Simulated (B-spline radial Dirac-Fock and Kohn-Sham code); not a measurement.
Kohn-Sham estimates against Dirac-Fock for the levels of Hg

System: the Hg atom, configuration 1s2 2s2 2p6 3s2 3p6 3d10 4s2 4p6 4d10 4f14 5s2 5p6 5d10 6s2.

The density-functional columns are spherical, spin-unpolarised Dirac-Kohn-Sham results without Breit or QED terms: −ε is minus the orbital energy of the initial state and ΔSCF the difference of two total energies, and "half-occupied" is minus the orbital energy with half an electron removed (Slater transition state). The reference in the last column comes from multi-electron Dirac-Fock with separately optimised hole states, Breit and Lamb-shift corrections added in first order. All numbers are from a radial atomic solver, in eV; a selection of levels is shown. For the 1s level of heavy atoms much of the gap between ΔSCF and the reference is the Breit and QED part, -454.1 eV here; for other levels the error of the functional can be larger.

```
     level   PBE −ε  PBE ΔSCF  PBE0 −ε   LDA −ε  LDA half-occupied  Dirac-Fock
    K (1s)  82996.0   83616.1  83160.4  82930.1            83549.3     83104.6
   L1 (2s)  14698.5   14811.6  14767.2  14688.6            14801.9     14856.9
L2 (2p1/2)  14106.9   14254.2  14164.4  14102.3            14249.5     14216.1
L3 (2p3/2)  12159.3   12281.9  12216.0  12156.8            12279.3     12290.6
   M1 (3s)   3487.6    3519.9   3521.5   3485.0             3517.3      3576.9
M2 (3p1/2)   3220.1    3255.1   3249.6   3219.1             3254.0      3291.4
M3 (3p3/2)   2788.7    2819.8   2816.6   2788.3             2819.3      2860.2
M4 (3d3/2)   2344.2    2382.0   2366.8   2344.4             2382.2      2393.8
M5 (3d5/2)   2251.8    2288.2   2274.2   2252.0             2288.4      2303.1
   N1 (4s)    766.7     780.9    783.8    765.5              779.5       816.1
N2 (4p1/2)    651.8     665.9    666.9    651.3              665.3       693.4
N3 (4p3/2)    547.7     560.9    562.0    547.0              560.1       588.7
N4 (4d3/2)    359.5     372.5    370.5    359.5              372.4       388.4
N5 (4d5/2)    340.1     352.8    350.9    340.0              352.7       368.9
N6 (4f5/2)    97.96     110.3    104.1    98.40              110.6       108.9
N7 (4f7/2)    93.77     106.0    99.88    94.20              106.3       104.9
   O1 (5s)    117.8     125.2    123.3    118.2              125.5       133.4
O2 (5p1/2)    79.88     86.99    84.22    80.29              87.34       91.42
O3 (5p3/2)    61.62     68.34    65.78    61.81              68.47       73.36
O4 (5d3/2)    11.00     16.73    12.87    11.22              16.89       15.14
O5 (5d5/2)     9.17     14.76    10.99     9.37              14.91       13.35
   P1 (6s)     6.82     10.69     7.57     7.13              11.01        8.51
```

Q: Order the estimates of the K (1s) level by their distance from the Dirac-Fock value, nearest first.
A. LDA half-occupied
B. PBE ΔSCF
C. LDA −ε
D. PBE −ε
E. PBE0 −ε

A: E (55.8 eV), D (108.6 eV), C (174.5 eV), A (444.7 eV), B (511.5 eV).

An eigenvalue near the reference for a deep level is a cancellation of errors: it lacks relaxation, carries self-interaction and omits Breit and QED terms.

For the outermost level NIST gives 10.4375 eV (measured); the differences from it are PBE −ε -3.61, PBE ΔSCF +0.26, PBE0 −ε -2.87, LDA −ε -3.30, LDA half-occupied +0.57, Dirac-Fock -1.92 eV.

Values without a named source are computed, but for edge energies of neutral atoms, which are taken from tables.
